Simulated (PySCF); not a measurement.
# Computed records: Al2H3N2, Al2H2NO, CH3Al2N

All values are calculated (PySCF 2.14.0). Calculation on a computer-drawn molecule: the log of a Hartree-Fock and frozen-core CCSD(T) single point meant for a local Hartree-Fock minimum, with one planted fault or none, to be diagnosed. Offsets are logged minus clean, where the clean run is the same molecule without the fault. The reference is restricted for singlets and unrestricted otherwise, and also for a bond in bohr or an excited solution. Adding or removing an electron swaps singlet and doublet. The excited solution moves the top pair (singlet) or top alpha electron (doublet) to the lowest empty orbital. Highest occupied and lowest empty are orbital energies over both spins, largest force is the largest gradient component, triples share is (T) over the correlation energy, the T1 limit is 0.02 restricted and 0.045 unrestricted, electrons count all cores, a negative frequency is imaginary (commonest isotopes), and the dipole is about the centre of nuclear charge.

Common to all runs: meant multiplicity 1; logged SCF converged yes; possible faults no fault, one electron removed, one electron added, multiplicity raised by two, geometry at a saddle point, SCF held on an excited solution, minimal basis STO-3G, one bond length entered in bohr, all coordinates scaled.

(1) 
```xyz
7
formula=Al2H3N2 meant_charge=1 meant_basis=cc-pV(D+d)Z logged_electrons=42 logged_basis_functions=89 logged_spin_squared=2.0179 logged_highest_occupied=-11.015 logged_lowest_empty=-4.6396 logged_largest_force=0.11376 logged_T1_diagnostic=0.018601 logged_D1_diagnostic=0.05498 logged_triples_share=0.027014 logged_CC_converged=yes logged_dipole_magnitude=1.0386 logged_SCF_stable_within_its_kind=yes logged_energy_HF=-594.20729 logged_energy_CCSD(T)=-594.64048 planted_fault=multiplicity_raised_by_two HF_energy_offset_from_clean_run=4.189 CCSD(T)_energy_offset_from_clean_run=42.45
N      2.9996     1.0650     0.8855
Al     1.7601     0.6892    -0.0205
Al    -0.2390     0.0847    -1.4821
N     -1.5815    -0.3211    -2.4635
H      3.7787     1.3007     1.4551
H     -1.5321    -0.7195    -3.3884
H     -2.5501    -0.2004    -2.2106
```

Units: logged_highest_occupied, logged_lowest_empty in eV; logged_largest_force in hartree/bohr; logged_dipole_magnitude in debye; logged_energy_HF, logged_energy_CCSD(T) in hartree; HF_energy_offset_from_clean_run, CCSD(T)_energy_offset_from_clean_run in kcal/mol.

Drawn bonds:
```csv
atom,other atom,order
1,2,2
2,3,1
3,4,1
1,5,1
4,6,1
4,7,1
```

(2) 
```xyz
7
formula=Al2H3N2 meant_charge=1 meant_basis=cc-pV(D+d)Z logged_electrons=41 logged_basis_functions=89 logged_spin_squared=0.7621 logged_highest_occupied=-20.576 logged_lowest_empty=-10.411 logged_largest_force=0.064209 logged_T1_diagnostic=0.021174 logged_D1_diagnostic=0.061953 logged_triples_share=0.026735 logged_CC_converged=yes logged_dipole_magnitude=0.65439 logged_SCF_stable_within_its_kind=yes logged_energy_HF=-593.81977 logged_energy_CCSD(T)=-594.24257 planted_fault=one_electron_removed HF_energy_offset_from_clean_run=247.4 CCSD(T)_energy_offset_from_clean_run=292.1
N      2.9996     1.0650     0.8855
Al     1.7601     0.6892    -0.0205
Al    -0.2390     0.0847    -1.4821
N     -1.5815    -0.3211    -2.4635
H      3.7787     1.3007     1.4551
H     -1.5321    -0.7195    -3.3884
H     -2.5501    -0.2004    -2.2106
```

Units: logged_highest_occupied, logged_lowest_empty in eV; logged_largest_force in hartree/bohr; logged_dipole_magnitude in debye; logged_energy_HF, logged_energy_CCSD(T) in hartree; HF_energy_offset_from_clean_run, CCSD(T)_energy_offset_from_clean_run in kcal/mol.

Drawn bonds:
```csv
atom,other atom,order
1,2,2
2,3,1
3,4,1
1,5,1
4,6,1
4,7,1
```

(3) 
```xyz
6
formula=Al2H2NO meant_charge=-1 meant_basis=aug-cc-pV(D+d)Z logged_electrons=43 logged_basis_functions=128 logged_spin_squared=0.7647 logged_highest_occupied=-8.6574 logged_lowest_empty=-0.18344 logged_largest_force=0.094055 logged_T1_diagnostic=0.03872 logged_D1_diagnostic=0.17544 logged_triples_share=0.039683 logged_CC_converged=yes logged_dipole_magnitude=4.5542 logged_SCF_stable_within_its_kind=yes logged_energy_HF=-614.27633 logged_energy_CCSD(T)=-614.78764 planted_fault=one_electron_removed HF_energy_offset_from_clean_run=45.71 CCSD(T)_energy_offset_from_clean_run=88.14
N      2.2242    -2.6933    -0.3058
Al     1.2409    -1.4815     0.1810
Al    -0.4073     0.5103     0.8914
O     -0.3251     1.0423     2.4076
H      2.8562    -3.4252    -0.5181
H     -1.3186     0.9436    -0.3592
```

Units: logged_highest_occupied, logged_lowest_empty in eV; logged_largest_force in hartree/bohr; logged_dipole_magnitude in debye; logged_energy_HF, logged_energy_CCSD(T) in hartree; HF_energy_offset_from_clean_run, CCSD(T)_energy_offset_from_clean_run in kcal/mol.

Drawn bonds:
```csv
atom,other atom,order
1,2,2
2,3,1
3,4,1
1,5,1
3,6,1
```

(4) 
```xyz
7
formula=CH3Al2N meant_charge=0 meant_basis=cc-pV(D+d)Z logged_electrons=42 logged_basis_functions=89 logged_spin_squared=0 logged_highest_occupied=-4.7591 logged_lowest_empty=-2.6742 logged_largest_force=0.027171 logged_CC_converged=no logged_dipole_magnitude=3.4733 logged_SCF_stable_within_its_kind=no logged_energy_HF=-577.5839 planted_fault=SCF_held_on_an_excited_solution HF_energy_offset_from_clean_run=162.3
N     -2.9324    -0.3197    -1.9085
Al    -1.6883    -0.8255    -1.0448
C     -0.1896    -1.2780     0.0810
Al     0.4858     0.0322     1.4512
H     -3.7036    -0.0638    -2.4741
H     -0.4544    -2.2067     0.6130
H      0.6529    -1.5227    -0.5868
```

Units: logged_highest_occupied, logged_lowest_empty in eV; logged_largest_force in hartree/bohr; logged_dipole_magnitude in debye; logged_energy_HF in hartree; HF_energy_offset_from_clean_run in kcal/mol.

Drawn bonds:
```csv
atom,other atom,order
1,2,2
2,3,1
3,4,1
1,5,1
3,6,1
3,7,1
```

Notes: CCSD not converged.
